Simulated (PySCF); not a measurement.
C₂H₄F₂Si, SMILES C(/F)=C(/[SiH3])F.

The structure is a stationary point at B3LYP-D3(BJ)/def2-SVP. The structure was generated by enumeration; whether it is a known compound was not checked.

Computed with B3LYP-D3(BJ)/def2-SVP (PySCF).

Frequencies are harmonic and unscaled.

Question: Estimate the vibrational spectrum. (Estimate from the structure and the level; the computed values follow.)

Answer: 
```csv
mode,ν (cm⁻¹),IR (km/mol),Raman (Å⁴/amu),depolarisation,moving atoms (share of kinetic energy)
1,75,0.0,0.1,0.75,H 95 %
2,163,1.4,0.4,0.32,"F 52 %, Si 29 %, H 11 %"
3,306,11.4,0.7,0.47,"F 55 %, Si 23 %, H 12 %, C 10 %"
4,309,6.0,8.0,0.75,"C 49 %, H 37 %, F 14 %"
5,350,2.0,1.3,0.75,"C 55 %, F 30 %, H 15 %"
6,525,3.9,4.6,0.72,"F 35 %, H 27 %, C 26 %, Si 12 %"
7,611,3.5,6.1,0.11,"F 47 %, C 26 %, Si 18 %, H 8 %"
8,681,31.7,9.8,0.73,"H 58 %, C 21 %, Si 12 %, F 10 %"
9,689,55.4,5.0,0.75,"H 69 %, C 21 %, Si 10 %"
10,868,21.0,3.9,0.75,"H 67 %, C 32 %"
11,920,235.2,11.8,0.71,"H 90 %, Si 9 %"
12,941,47.7,21.1,0.75,H 97 %
13,954,53.2,28.9,0.71,H 97 %
14,1183,238.8,0.4,0.59,"C 63 %, F 37 %"
15,1203,14.6,3.0,0.72,"C 46 %, H 29 %, F 25 %"
16,1311,0.3,8.6,0.63,"H 61 %, C 37 %"
17,1727,37.3,44.1,0.19,C 94 %
18,2237,101.6,101.1,0.75,H 96 %
19,2237,67.6,230.2,0.05,H 98 %
20,2264,71.3,83.9,0.39,H 96 %
21,3197,4.8,127.1,0.29,"H 91 %, C 9 %"
```
